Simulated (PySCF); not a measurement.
H₂P (SMILES [PH2]), doublet, geometry from GFN2-xTB, with bond 2-1 at 1.25 times its length; HF/cc-pVDZ (PySCF).

The PySCF input:
```python
from pyscf import gto, scf

mol = gto.M(
    atom='''
P     0.00300800   -0.00080054    0.11434732
H    -0.02872701    1.25296519   -1.09188093
H    -0.02274002   -0.99020401   -0.86457453
''',
    basis='cc-pvdz',
    spin=1,
    verbose=4,
)

mf = scf.UHF(mol)
mf.kernel()
mo_i, mo_e, stable_i, stable_e = mf.stability(internal=True, external=True, return_status=True, nroots=6, tol=1e-6)
print('internally stable:', stable_i, ' externally stable:', stable_e)
if not stable_i:
    umf = mf.copy()
    umf.scf_summary = {}
    umf.kernel(umf.make_rdm1(mo_i, mf.mo_occ))
```

What the program printed (banner, timings and long lists left out):

```
PySCF version 2.14.0

[INPUT] verbose = 4
[INPUT] num. atoms = 3
[INPUT] num. electrons = 17
[INPUT] charge = 0
[INPUT] spin (= nelec alpha-beta = 2S) = 1
[INPUT] symmetry False subgroup None
[INPUT] Mole.unit = angstrom
[INPUT] Symbol           X                Y                Z      unit          X                Y                Z       unit  Magmom
[INPUT]  1 P      0.003008000000  -0.000800540000   0.114347320000 AA    0.005684296183  -0.001512801352   0.216085117878 Bohr   0.0
[INPUT]  2 H     -0.028727010000   1.252965190000  -1.091880930000 AA   -0.054286181278   2.367761052714  -2.063355918335 Bohr   0.0
[INPUT]  3 H     -0.022740020000  -0.990204010000  -0.864574530000 AA   -0.042972409867  -1.871214386346  -1.633809075975 Bohr   0.0

nuclear repulsion = 10.4983703683622
number of shells = 11
number of NR pGTOs = 55
number of NR cGTOs = 28
basis = cc-pvdz
ecp = {}

******** <class 'pyscf.scf.uhf.UHF'> ********
method = UHF
initial guess = minao
damping factor = 0
level_shift factor = 0
DIIS = <class 'pyscf.scf.diis.CDIIS'>
diis_start_cycle = 1
diis_space = 8
diis_damp = 0
SCF conv_tol = 1e-09
SCF conv_tol_grad = None
SCF max_cycles = 50
direct_scf = True
direct_scf_tol = 1e-13
number electrons alpha = 9  beta = 8
Set gradient conv threshold to 3.16228e-05
init E= -341.444949612579

cycle= 1 E= -341.82996219058  delta_E= -0.385  |g|= 0.112  |ddm|= 0.901
cycle= 2 E= -341.843330858479  delta_E= -0.0134  |g|= 0.0347  |ddm|= 0.143
cycle= 3 E= -341.845000776156  delta_E= -0.00167  |g|= 0.0123  |ddm|= 0.0488
cycle= 4 E= -341.84528285231  delta_E= -0.000282  |g|= 0.00478  |ddm|= 0.0249
cycle= 5 E= -341.845349399306  delta_E= -6.65e-05  |g|= 0.00285  |ddm|= 0.0117
cycle= 6 E= -341.845387249054  delta_E= -3.78e-05  |g|= 0.00212  |ddm|= 0.00909
cycle= 7 E= -341.845424456685  delta_E= -3.72e-05  |g|= 0.00135  |ddm|= 0.0132
cycle= 8 E= -341.84544601113  delta_E= -2.16e-05  |g|= 0.000587  |ddm|= 0.0154
cycle= 9 E= -341.845449012638  delta_E= -3e-06  |g|= 0.000222  |ddm|= 0.00626
cycle= 10 E= -341.845449277136  delta_E= -2.64e-07  |g|= 0.000107  |ddm|= 0.00143
cycle= 11 E= -341.845449334777  delta_E= -5.76e-08  |g|= 3.19e-05  |ddm|= 0.00076
cycle= 12 E= -341.845449338106  delta_E= -3.33e-09  |g|= 1.38e-05  |ddm|= 0.000152
cycle= 13 E= -341.84544933867  delta_E= -5.64e-10  |g|= 4e-06  |ddm|= 6.38e-05
Extra cycle  E= -341.845449338696  delta_E= -2.65e-11  |g|= 2.51e-06  |ddm|= 7.1e-06
converged SCF energy = -341.845449338696  <S^2> = 0.77336819  2S+1 = 2.0232332
uhf_internal: lowest eigs of H = [0.1257403  0.21522561 0.35454226 0.35776492 0.4498017  0.50635039]
<class 'pyscf.scf.uhf.UHF'> wavefunction is stable in the internal stability analysis
uhf_real2complex: lowest eigs of H = [0.13299084 0.20055116 0.2240181  0.25013159 0.26133296 0.27615545]
<class 'pyscf.scf.uhf.UHF'> wavefunction is stable in the real -> complex stability analysis
uhf_external: lowest eigs of H = [-2.25491969e-08  6.15628026e-02  1.03721474e-01  1.65436559e-01
  1.78577496e-01  2.04207821e-01]
<class 'pyscf.scf.uhf.UHF'> wavefunction is stable in the UHF/UKS -> GHF/GKS stability analysis
internally stable: True  externally stable: True
```
